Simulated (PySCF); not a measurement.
Simulated characterisation data

All values are calculated (PySCF 2.14): coordinates at the GFN2-xTB level, shielding tensors at PBE0/pcSseg-1 (GIAO). Non-relativistic Hamiltonian, a single conformation, no solvent, averaged over atoms made equivalent by symmetry, fast rotation or ring inversion.

Shifts are taken against calculated references (same method and geometry level): ¹H and ¹³C vs TMS. Splittings of carbon signals by F and P are missing where no couplings were computed. Where no couplings were computed, multiplicities follow the n + 1 count of equivalent neighbours, and m marks all less simple cases (inequivalent or close neighbours, rings, F or P nearby). Acid and N–H amide carbonyl carbons lie up to 10 ppm further downfield in solution (hydrogen bonding). Shifts are as computed. Against solution values, carbons near 30 ppm lie about +3 ppm off and those near 130 ppm about +5 ppm (rms about the fit 2.1 ppm; single classes can miss by 10 ppm). Of 1328 compounds with measured shifts, 309 miss one by over three times the rms of a fit or turn the order of signals round; such compounds aren't used in these exercises. Signals without a measured value on file couldn't be tested in this way; 1H shifts scatter by 0.2 ppm about their fit, and single ones miss by 0.5 ppm. OH and NH positions are gas-phase values without hydrogen bonding to other molecules.

Compound 1 (C5H6O3). ¹H NMR (600 MHz, computed): δ 6.78 (d, 1H), 6.59 (m, 1H), 5.66 (br s, 1H), 5.35 (m, 1H), 5.17 (d, 1H), 4.77 (m, 1H). ¹³C{¹H} NMR (computed): δ 167.8, 163.3, 157.4, 102.5, 101.2. Structure: `C=CO/C=C\C(=O)O`.

Compound 2 (C5H6O3). ¹H NMR (600 MHz, computed): δ 5.99 (s, 1H), 5.09 (s, 2H), 4.88 (s, 2H), 0.54 (br s, 1H). ¹³C{¹H} NMR (computed): δ 176.4, 176.0, 125.7, 74.1, 64.7. Structure: `O=C1C=C(CO)CO1`.

Compound 3 (C5H6FN). ¹H NMR (600 MHz, computed): δ 4.63 (m, 1H), 2.33 (m, 2H), 1.32 (t, 3H). ¹³C{¹H} NMR (computed): δ 191.3, 117.4, 83.1, 32.5, 14.8. Structure: SMILES C(/C=C(/CC)F)#N.
